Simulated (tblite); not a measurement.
C₆H₁₀O₃, singlet, geometry from GFN2-xTB; GFN1-xTB in tblite 0.6.0.

Here is a job for tblite.
```
$ tblite run mol.xyz --method gfn1 --charge 0 --spin 0 --json tblite.json --no-restart

# file mol.xyz
19

C     -2.19476973    -1.45264741     0.31504317
C     -2.08052925    -0.13616820     0.17208109
C     -3.23546994     0.81403694     0.16297940
C     -0.75386637     0.50983176     0.00531913
O     -0.58462100     1.69762619    -0.12869987
O      0.26457662    -0.36915669     0.01753556
C      1.54681160     0.18293156    -0.13626971
O      2.43876739    -0.87865783    -0.09581127
C      3.77681107    -0.46671901    -0.23956522
H     -3.15745267    -1.92084808     0.43599517
H     -1.33135147    -2.09374126     0.31478252
H     -3.11968742     1.54359485     0.96250751
H     -4.17485376     0.28410548     0.28845617
H     -3.25178778     1.36638988    -0.77486146
H      1.74048409     0.90878887     0.67727850
H      1.60545588     0.72765636    -1.09859725
H      4.37792641    -1.37135784    -0.19300117
H      4.07102838     0.21487318     0.56731299
H      3.93652991     0.03445129    -1.20159558
```

**Question.** Write the output that tblite gives for this input, abridged.

**Answer.** 
```
xTB calculator
 | screened Coulomb repulsion
 | Coulomb electrostatics
 |  * isotropic Klopman-Ohno-Mataga-Nishimoto electrostatics
 |  * onsite third-order electrostatics
 | DFT-D3(BJ) dispersion correction

halogen bonding energy    0.0000000000000E+00 Eh
repulsion energy          3.2508429927481E-01 Eh
dispersion energy        -6.8646073686902E-03 Eh
number of electrons       5.2000000000000E+01 e
integral cutoff           1.9731147476801E+01 bohr

------------------------------------------------------------
  cycle        total energy    energy error   density error
------------------------------------------------------------
      1     -31.70735918347  -3.2025579E+01   6.3337132E-01
      2     -32.15334122886  -4.4598205E-01   3.3983933E-01
      3     -32.15959906139  -6.2578325E-03   1.5025339E-01
      4     -32.16146693748  -1.8678761E-03   2.7250002E-02
      5     -32.16348220225  -2.0152648E-03   3.4834811E-03
      6     -32.16350825558  -2.6053321E-05   1.2639776E-03
      7     -32.16351160517  -3.3495904E-06   3.1349246E-04
      8     -32.16351188056  -2.7539897E-07   1.0382185E-04
      9     -32.16351192331  -4.2741121E-08   1.8028121E-05
------------------------------------------------------------

electronic energy        -3.2481731615212E+01 Eh
total energy             -3.2163511923306E+01 Eh

Post processing:
 | Mayer-Wiberg bond orders

[Info] JSON dump of results written to 'tblite.json'
```
